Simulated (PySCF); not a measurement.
C4H3Cl2F. Atoms are numbered in the order given.

```xyz
10

F     -2.1075    -1.2706     0.4445
C     -1.4487    -0.2680    -0.2000
Cl    -2.6432     1.0355    -0.5936
C     -0.3763     0.2940     0.6822
C      0.8760     0.3868     0.2998
C      2.1158     0.4940    -0.1070
Cl     3.3039    -0.7633     0.1262
H     -1.0663    -0.6393    -1.1592
H     -0.7018     0.6287     1.6748
H      2.5035     1.3787    -0.6191
```

Coordinates come from a TPSSh-D3(BJ)/def2-SVP optimisation. The structure was generated by enumeration; whether it is a known compound was not checked. Other conformers were not sampled.

All values below come from TPSSh-D3(BJ)/def2-SVP run with PySCF.

Frequencies are harmonic and unscaled.

```
mode  ν (cm⁻¹)  IR (km/mol)  moving atoms (share of kinetic energy)
----  --------  -----------  --------------------------------------
1           42          1.2                 Cl 43 %, C 28 %, F 25 %
2           81          0.9                 Cl 46 %, C 41 %, F 10 %
3          153          0.5                         Cl 57 %, C 37 %
4          184          0.8                   C 61 %, H 24 %, F 8 %
5          337          9.2                 F 46 %, C 33 %, Cl 16 %
6          382         12.5          C 49 %, Cl 27 %, H 16 %, F 9 %
7          433          2.1                 C 40 %, F 35 %, Cl 22 %
8          476         16.8                  C 75 %, H 14 %, Cl 8 %
9          545         19.4                 C 64 %, Cl 16 %, H 12 %
10         723         82.9                          C 68 %, H 21 %
11         768        117.2                 C 67 %, H 17 %, Cl 15 %
12         784         35.6                          C 55 %, H 39 %
13         886         30.9                          H 76 %, C 24 %
14        1056         38.7                   C 77 %, H 14 %, F 9 %
15        1106        135.3                  C 56 %, F 27 %, H 16 %
16        1142         37.5                          H 60 %, C 39 %
17        1214         44.8                          H 87 %, C 13 %
18        1257          1.2                          H 80 %, C 18 %
19        1329         23.0                          H 72 %, C 26 %
20        1435         67.4                          C 61 %, H 38 %
21        2062          6.5                                  C 99 %
22        3134          7.0                           H 92 %, C 8 %
23        3154          1.0                           H 92 %, C 8 %
24        3198          4.6                           H 91 %, C 9 %
```
